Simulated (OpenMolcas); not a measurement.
# Cr: effect of the active space

| Item | Value |
| --- | --- |
| Program | OpenMolcas 26.06 |
| Method | MS-CASPT2 or its RAS form, IPEA 0.25 Eh, imaginary shift 0.1 Eh |
| Basis | ANO-RCC-VDZP |
| Scalar Hamiltonian | DKH2, point nucleus |
| Spin-orbit coupling | RASSI with atomic mean-field integrals over the reference wave functions, term energies averaged over their components |

A. 6 electrons in 6 orbitals (3d 4s); 2S+1 = 7 even, 1 root; 2S+1 = 5 even, 23 roots; 2S+1 = 3 even, 9 roots; closed shells correlated: 3s 3p; CASPT2 step of the order of 5 core-seconds
B. 6 electrons in 9 orbitals (RAS2 3d 4s; RAS3 4p, at most 2 electrons); 2S+1 = 7 even, 1 root; 2S+1 = 5 even, 23 roots kept (CI in the orbitals of an earlier block); 2S+1 = 3 even, 12 roots kept (CI in the orbitals of an earlier block); 2S+1 = 1 even, 13 roots kept (CI in the orbitals of an earlier block, 0 in the spin-orbit step); 2S+1 = 7 odd, 15 roots; 2S+1 = 5 odd, 15 roots kept (CI in the orbitals of an earlier block); 2S+1 = 3 odd, 10 roots kept (CI in the orbitals of an earlier block); closed shells correlated: 3s 3p; CASPT2 step of the order of 60 core-seconds

Energies in cm⁻¹ above 3d⁵ 4s ⁷S₃, the measured ground level; measured values from NIST Handbook of Basic Atomic Spectroscopic Data.

| Level | A | B | Measured |
| --- | --- | --- | --- |
| 3d⁵ 4s ⁷S₃ | 0.0 | 0.0 | 0.0 |
| 3d⁴ 4s² ⁵D₀ | 8200 | 6900 | 7751 |
| 3d⁴ 4s² ⁵D₁ | 8250 | 6950 | 7811 |
| 3d⁴ 4s² ⁵D₂ | 8350 | 7050 | 7927 |
| 3d⁴ 4s² ⁵D₃ | 8510 | 7210 | 8095 |
| 3d⁴ 4s² ⁵D₄ | 8720 | 7410 | 8308 |
| 3d⁵ 4s ⁵S₂ | 9950 | 9140 | 7593 |
| 3d⁵ 4s ⁵G₄ | 25410 | 24740 | 20524 |
| 3d⁵ 4s ⁵G₅ | 25410 | 24740 | 20524 |
| 3d⁵ 4s ⁵G₃ | 25410 | 24740 | 20521 |
| 3d⁵ 4s ⁵G₆ | 25410 | 24740 | 20520 |
| 3d⁵ 4s ⁵G₂ | 25410 | 24740 | 20517 |
| 3d⁵ 4s ⁵P₂ | 26630 | 26180 | 21848 |
| 3d⁵ 4s ⁵P₃ | 26630 | 26180 | 21841 |
| 3d⁵ 4s ⁵P₁ | 26640 | 26190 | 21857 |

Deviations, from unrounded energies. A percentage is the sum of absolute deviations over the sum of measured energies, with the sign that they share, or ± where signs differ.

```json
{"Against measurement": "mean absolute deviation (cm-1)", "Levels": "14", "A": "3100", "B": "2900"}
{"Against measurement": "other terms of the ground configuration (%)", "Levels": "9", "A": "+23.4", "B": "+20.3"}
{"Against measurement": "other configurations (%)", "Levels": "5", "A": "+5.4", "B": "-10.9"}
```

B lies closest to measurement on these levels. The largest miss of B in the table is 3d⁵ 4s ⁵P₃, by +4300 cm-1. The ranking rests on the paired levels alone, and a cruder setting can come out closer through cancelling errors.

The spin-orbit steps hold different terms of 3d⁵ 4s (A lacks ³P), which shifts levels as well.

Between A and B the level of the table that moves most is 3d⁴ 4s² ⁵D₄, by 1300 cm-1 (lowest in B, highest in A). Moves below CASPT2's spread within the term are not significant.

Term energies are means over components that CASPT2 splits; among the terms shown or strongly mixed into the levels shown the widest spread is 580 cm-1 (3d⁵ 4s ⁵G, A). Over all roots computed the reference weight is 0.89 to 0.94 in B; the roots of lowest weight are the least certain, and an intruder state may touch them. A single d shell beside an s shell can misplace configurations of different d count against each other. Some terms miss by over 15 % even with CASPT2, which points to a basis or an active space too small for the shells correlated. Some high roots are left out of the spin-orbit mixing, which shifts the levels that they would mix with (holds for B). Terms from blocks run as CI alone lack orbitals of their own (holds for B). No level of 3d⁵ 4p was computed, though it lies in the active space (holds for B). Measured partners are found by configuration, term and J. A level has none where our copy of the source lacks it or the pairing is in doubt (some pairs that miss far off the trend of their configuration count as doubtful), and it then counts in no deviation. Only configurations of the active space appear. The table leaves out levels that lie high or whose names do not pair safely across all columns.
